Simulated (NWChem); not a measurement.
Species: TiH4S3; SMILES [SH][TiH]([SH])[SH]

```xyz
8

Ti    -0.0285     0.0056     0.3725
H      0.0064    -0.0464     2.0496
S     -0.4538     2.1534    -0.1891
H      0.6830     2.1334    -0.9306
S     -1.6598    -1.4137    -0.2319
H     -0.9456    -2.3192     0.4922
S      2.0149    -0.7421    -0.2354
H      2.4617     0.1466     0.6948
```
Atoms are numbered in this order, from 1.

All runs use the structure optimised with PBE0/def2-SVP.

Problem. List the 4 lowest vertical singlet excitations from CAM-B3LYP/def2-SVPD, TDA (NWChem).

Solution. 
| state | energy (eV) | oscillator strength | leading excitation (squared amplitude) |
|---|---|---|---|
| S1 | 3.61 | 0.002 | HOMO−5 → LUMO (0.23) |
| S2 | 3.64 | 0.002 | HOMO−5 → LUMO+1 (0.37) |
| S3 | 3.88 | 0.001 | HOMO−1 → LUMO+1 (0.42) |
| S4 | 3.95 | 0.001 | HOMO → LUMO (0.29) |
